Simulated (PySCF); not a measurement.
# `COc1ccsc1`: 4 charge schemes on one density

C5H6OS.
SMILES with atom numbers: `[CH3:1][O:2][c:3]1[cH:4][cH:5][s:6][cH:7]1` (hydrogens: H8, H9, H10 on C1; H11 on C4; H12 on C5; H13 on C7)

Geometry (PBE0-D3(BJ)/def2-TZVP, Å), atoms numbered from 1 in this order:
```xyz
13
C5H6OS angstrom
C      2.0946   -0.0922   -0.6493
O      0.9906    0.7735   -0.5475
C     -0.1308    0.2353   -0.0294
C     -1.2905    1.0435    0.1197
C     -2.3298    0.3483    0.6534
S     -1.9134   -1.2726    0.9781
C     -0.3191   -1.0526    0.3967
H      1.8725   -0.9386   -1.3092
H      2.3889   -0.4733    0.3351
H      2.9109    0.4908   -1.0714
H     -1.3247    2.0861   -0.1645
H     -3.3217    0.7097    0.8760
H      0.3792   -1.8729    0.3985
```

Density: PBE0/pcSseg-2 (PySCF); schemes: Mulliken, IAO, Hirshfeld and ESP-fitted. The structure is a single PBE0-D3(BJ)/def2-TZVP conformer in the gas phase; no vibrational or solvent corrections.

Atoms with like bonding are taken together and averaged. At which atom do the 4 schemes differ most?

At C3: from +0.048 (Hirshfeld) to +0.504 e (ESP-fitted), 0.456 e apart.

For which atoms does the sign change between the 4 schemes (beyond +0.03 e in one, beyond −0.03 e in another)?

C1. Atomic charges aren't observables, and each scheme defines them in its own way.

Which atoms carry the highest charge in the Mulliken, IAO, Hirshfeld and ESP-fitted schemes?

The schemes don't all agree: Mulliken C3 (+0.319); IAO S6 (+0.367); Hirshfeld S6 (+0.094); ESP-fitted C3 (+0.504).

Tabulate the Mulliken, IAO, Hirshfeld and ESP-fitted charges.

In e; atoms taken as equivalent share a row and are averaged (×n: the atom named and its like, n in all):

| atom | environment | Mulliken | IAO | Hirshfeld | ESP-fitted |
| --- | --- | --- | --- | --- | --- |
| C1 | methoxy carbon | +0.117 | -0.214 | -0.041 | -0.075 |
| O2 | aryl ether oxygen | -0.389 | -0.330 | -0.114 | -0.327 |
| C3 | aromatic carbon bearing oxygen | +0.319 | +0.184 | +0.048 | +0.504 |
| C4 | aromatic CH carbon | -0.196 | -0.209 | -0.088 | -0.402 |
| C5 | aromatic CH next to a ring sulfur | -0.045 | -0.328 | -0.088 | -0.205 |
| S6 | thiophene-type sulfur | +0.100 | +0.367 | +0.094 | +0.028 |
| C7 | aromatic CH next to a ring sulfur | -0.214 | -0.435 | -0.129 | -0.421 |
| H8/H9/H10 | methyl hydrogen | +0.040 | +0.147 | +0.050 | +0.079 |
| H11 | aromatic hydrogen | +0.036 | +0.171 | +0.060 | +0.210 |
| H12 | aromatic hydrogen | +0.079 | +0.178 | +0.060 | +0.220 |
| H13 | aromatic hydrogen | +0.074 | +0.173 | +0.050 | +0.231 |

Mean size of the charges over all atoms: IAO 0.233 e, ESP-fitted 0.220 e, Mulliken 0.130 e, Hirshfeld 0.071 e. Each set sums to the total charge, 0, to within 0.001 e. The IAO scheme counts the electrons in orthogonalised intrinsic atomic orbitals, a minimal basis polarised so that it spans the occupied orbitals exactly.

Some averages cover members that differ in this geometry: H8/H9/H10, ESP-fitted +0.058 to +0.118; H8/H9/H10, IAO +0.137 to +0.168; H8/H9/H10, Mulliken +0.031 to +0.058 e.

How many electrons does the ESP-fitted scheme count on C4?

Z − q = 6 − (-0.402) = 6.402.

How closely do the schemes follow one another over all atoms?

Correlation coefficient and root-mean-square difference: IAO with Hirshfeld 0.99, 0.177 e; Mulliken with ESP-fitted 0.87, 0.144 e; Hirshfeld with ESP-fitted 0.86, 0.204 e; IAO with ESP-fitted 0.82, 0.154 e; Mulliken with Hirshfeld 0.77, 0.123 e; Mulliken with IAO 0.71, 0.176 e.
